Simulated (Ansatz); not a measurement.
C2H5I, charge -1, doublet, at the geometry of the source list (a state made from the parent by changing its charge; the spin is typed, not shown lowest) (all electrons, no relativity) (a gas-phase anion, which may not be bound at this level), with bond 4-1 at 3.0 times its length; PBE0/STO-3G in Ansatz (a quantum-chemistry and plane-wave program).

Here is a job for Ansatz.
Ansatz 0.2 input:
```yaml
crystal:
  periodic: [false, false, false]
  atoms:
    - {symbol: C, position_ang: [-0.77360000, 0.27010000, 0.08430000]}
    - {symbol: C, position_ang: [0.54870000, -0.42420000, -0.14430000]}
    - {symbol: I, position_ang: [2.22910000, 0.84980000, 0.34860000]}
    - {symbol: H, position_ang: [-1.11890000, 1.13830000, 3.21210000]}
    - {symbol: H, position_ang: [-1.58520000, -0.40850000, -0.17680000]}
    - {symbol: H, position_ang: [-0.85900000, 1.16230000, -0.53280000]}
    - {symbol: H, position_ang: [0.64940000, -1.30750000, 0.48120000]}
    - {symbol: H, position_ang: [0.67930000, -0.70150000, -1.18710000]}
basis:
  gaussian:
    orbitals: STO-3G
hamiltonian:
  xc: pbe0
total_charge: -1
magnetization: {spin_polarized: true, initial_magnetization: 1}
scf: {lower_state_search: standard}
```

It wrote (shortened):

```
Functional definition: PBE0
492 factors; integrals over basis functions are off by at most 3.4e-5 eV
mean field evaluation 1: about -188579.0975 eV, gradient 1.9e1 eV
mean field evaluation 2: about -188559.9015 eV, gradient 3.3e1 eV
mean field evaluation 4: about -188584.9593 eV, gradient 8.6e0 eV
mean field evaluation 8: about -188585.6501 eV, gradient 1.8e-1 eV
mean field evaluation 16: about -188585.6517 eV, gradient 7.4e-5 eV
mean field -188585.65171492 eV, -6930.3948725774 hartree, gradient 7.4e-5 eV, S^2 0.767121; 2 other end points of the search recorded, 0 dependent functions left out
reference -188585.65173068 eV, -6930.3948731567 hartree; 36, 35 occupied and 6, 7 virtual orbitals, 492 factors
Total energy: -188585.65173068 eV, -6930.3948731567 hartree
```
